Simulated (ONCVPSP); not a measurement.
**W (Z = 74): one change to an ONCV potential, before and after**

tungsten, optimised norm-conserving Vanderbilt (ONCV), made with ONCVPSP 4.0.1 (LDA (Perdew-Wang 92), fully relativistic). Core [Kr] 4d10, reference 4f14 5s2 5p6 5d4.5 6s1.5. Waves: 5s+6s: rc 1.70 bohr, ncon 4, nbas 7, qcut 5.8 1/bohr, 2 projectors; 5p: rc 1.95 bohr, ncon 4, nbas 8, qcut 5.7 1/bohr, 2 projectors, debl 1.6 Ha; 5d: rc 1.70 bohr, ncon 4, nbas 7, qcut 6.6 1/bohr, 3 projectors, debl 2.6 Ha; 4f: rc 0.50 bohr, ncon 4, nbas 8, qcut 20.3 1/bohr, 1 projector. Local part: polynomial inside 0.40 bohr (lpopt 5, dvloc0 0 Ha). Core correction: Teter function, fcfact 2.25, rcfact 1.5.

Open shells are filled in proportion to 2j + 1.

Change: scalar-relativistic.

Cutoffs: the cutoffs (Ha) at which the residual kinetic energy of the hardest occupied pseudo-wave falls to 1 and 0.1 mHa per electron; they do not see the model core or the augmentation charge, which bear on the density cutoff. Errors are all-electron minus pseudo energies relative to the spin-unpolarised reference configuration.

Q: Predict the effect on cutoff, ghosts and configuration errors.

A: The potential gets neither clearly harder nor softer (1135 Ha and 1684 Ha → 1133 Ha and 1676 Ha); both files keep a bound ghost (d, p, s); of the 4 tests that both files solve, the error grows in 2 and shrinks in 1 by more than 15 % and 0.3 meV (median size 1.2 → 1.7 meV).

| quantity | base | changed |
| --- | --- | --- |
| cutoff, loose | 1135 Ha | 1133 Ha |
| cutoff, tight | 1684 Ha | 1676 Ha |
| loose cutoff by channel | s 15 Ha, p 13 Ha, d 15 Ha, f 1135 Ha | s 15 Ha, p 12 Ha, d 14 Ha, f 1133 Ha |
| bound ghosts | s, p3/2, d5/2, p1/2, d3/2 | s, p, d |
| GHOST(+) flags under 300 eV | none | none |
| largest miss of a reference level, eV | 0.13 | 0.07 |
| error for 4f14 5s2 5p6 5d4 6s2, meV [ΔE -0.69 eV] | -1.0 | +0.9 |
| error for 4f14 5s2 5p6 5d4 6s1, meV [ΔE 8.44 → 8.43 eV] | +0.2 | -1.1 |
| error for 4f14 5s2 5p6 5d4 6s0, meV [ΔE 24.46 → 24.45 eV] | -1.3 | -7.7 |
| error for 4f14 5s2 5p6 5d3 6s2 6p1, meV [ΔE 3.37 → 3.41 eV] | -6.6 | -2.2 |
| s: phases at 1.72 bohr within 0.05 rad from the reference energy up to (Ha; the scan ends near 5) | to the end of the scan | to the end of the scan |
| rms error of d²Exc/dni dnj with the model core, mHa | 4.61 | 3.33 |

 A true bound ghost makes a file unfit for plane-wave use even where its test errors are small: the radial tests pick states by their node count and pass the ghost by.
